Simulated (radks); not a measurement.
The numbers below are computed, except where a source is named.
Effect of the nuclear size on neutral gadolinium, [Xe] 4f7 5d1 6s2. Level of theory: Dirac Kohn-Sham, relativistic LDA (MacDonald-Vosko exchange, VWN5 correlation), spin-unpolarised, spherical densities, finite nucleus; open shells fill j = l - 1/2 first; Fermi nuclear charge, rms radius 5.1569 fm (a radial shooting solver on a logarithmic mesh with Libxc functionals). The rms radius is varied about that value; shifts are against it.

[
 {"rms radius (fm)": "4.208", "total energy shift (eV)": "-7.01", "density at nucleus (e/bohr^3)": "6.532e+05", "1s1/2 shift (meV)": "-2870", "2s1/2 shift (meV)": "-370", "5p1/2 shift (meV)": "0.367", "6s1/2 shift (meV)": "-0.164", "5d3/2 shift (meV)": "0.244", "6p1/2 (empty) shift (meV)": "0.103"},
 {"rms radius (fm)": "4.6464", "total energy shift (eV)": "-3.90", "density at nucleus (e/bohr^3)": "6.369e+05", "1s1/2 shift (meV)": "-1600", "2s1/2 shift (meV)": "-206", "5p1/2 shift (meV)": "0.204", "6s1/2 shift (meV)": "-0.091", "5d3/2 shift (meV)": "0.136", "6p1/2 (empty) shift (meV)": "0.057"},
 {"rms radius (fm)": "5.1569", "total energy shift (eV)": "0", "density at nucleus (e/bohr^3)": "6.203e+05", "1s1/2 shift (meV)": "0.000", "2s1/2 shift (meV)": "0.000", "5p1/2 shift (meV)": "0.000", "6s1/2 shift (meV)": "0.000", "5d3/2 shift (meV)": "0.000", "6p1/2 (empty) shift (meV)": "0.000"},
 {"rms radius (fm)": "5.4405", "total energy shift (eV)": "2.30", "density at nucleus (e/bohr^3)": "6.119e+05", "1s1/2 shift (meV)": "942", "2s1/2 shift (meV)": "121", "5p1/2 shift (meV)": "-0.120", "6s1/2 shift (meV)": "0.054", "5d3/2 shift (meV)": "-0.080", "6p1/2 (empty) shift (meV)": "-0.034"},
 {"rms radius (fm)": "5.9872", "total energy shift (eV)": "6.99", "density at nucleus (e/bohr^3)": "5.971e+05", "1s1/2 shift (meV)": "2860", "2s1/2 shift (meV)": "369", "5p1/2 shift (meV)": "-0.365", "6s1/2 shift (meV)": "0.163", "5d3/2 shift (meV)": "-0.244", "6p1/2 (empty) shift (meV)": "-0.103"}
]

Slopes of the eigenvalues against <r^2> in GHz/fm^2, as finite differences over the two radii next to the reference (eigenvalue slopes, not the field-shift constants of lines): 1s1/2 76700, 2s1/2 9880, 5p1/2 -9.79, 6s1/2 4.38, 5d3/2 -6.53, 6p1/2 (empty) -2.75.
